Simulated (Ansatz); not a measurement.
Relaxation of CH₇BNSi (11 atoms, charge 1, multiplicity 1), to a largest force component of 0.015 eV/Å in at most 40 steps.

Computed with Ansatz 0.2.0, RKS PBE/cc-pVDZ.

```xyz
11
Properties=species:S:1:pos:R:3:forces:R:3
Si -0.870 1.353 0.029 0.12 0.05 0.03
N 0.515 0.098 0.146 -0.10 1.15 0.01
B 0.474 -1.180 0.862 -0.12 -0.56 -0.40
C 0.426 -1.168 -0.640 -0.04 -0.88 -0.33
H -0.671 1.819 -1.340 -0.03 0.34 -0.63
H -0.517 2.268 1.106 0.05 0.58 0.52
H -2.052 0.528 0.240 -0.64 -0.37 0.11
H 1.418 0.564 0.112 0.73 0.37 0.07
H 0.494 -1.586 1.936 0.06 -0.41 1.13
H 1.282 -1.416 -1.256 0.67 -0.16 -0.24
H -0.498 -1.280 -1.193 -0.70 -0.11 -0.27
```

Question: Where does it end, and by what steps?

Answer: It converged. Limits of this set-up: the dipole of an ion depends on the origin. After 6 steps the energy has fallen by 0.191 eV; H5 moved furthest, 0.17 Å.

```json
{"step": "0", "energy less start (eV)": "0.0000", "largest force component (eV/Å)": "1.155", "accepted": "yes"}
{"step": "1", "energy less start (eV)": "-0.1573", "largest force component (eV/Å)": "0.886", "accepted": "yes"}
{"step": "2", "energy less start (eV)": "-0.1879", "largest force component (eV/Å)": "0.292", "accepted": "yes"}
{"step": "3", "energy less start (eV)": "-0.1903", "largest force component (eV/Å)": "0.067", "accepted": "yes"}
{"step": "4", "energy less start (eV)": "-0.1902", "largest force component (eV/Å)": "0.063", "accepted": "no"}
{"step": "5", "energy less start (eV)": "-0.1908", "largest force component (eV/Å)": "0.020", "accepted": "yes"}
{"step": "6", "energy less start (eV)": "-0.1909", "largest force component (eV/Å)": "0.004", "accepted": "yes"}
```

```xyz
11
Properties=species:S:1:pos:R:3
Si -0.874 1.395 0.038
N 0.532 0.110 0.100
B 0.457 -1.203 0.845
C 0.453 -1.242 -0.666
H -0.777 1.958 -1.345
H -0.529 2.335 1.149
H -2.084 0.547 0.278
H 1.469 0.551 0.096
H 0.463 -1.587 1.974
H 1.368 -1.500 -1.226
H -0.479 -1.364 -1.245
```

Run time: 13 s on 2 threads of Intel(R) Xeon(R) Platinum 8488C (Sapphire Rapids), on a shared host, peak memory 0.17 GiB.
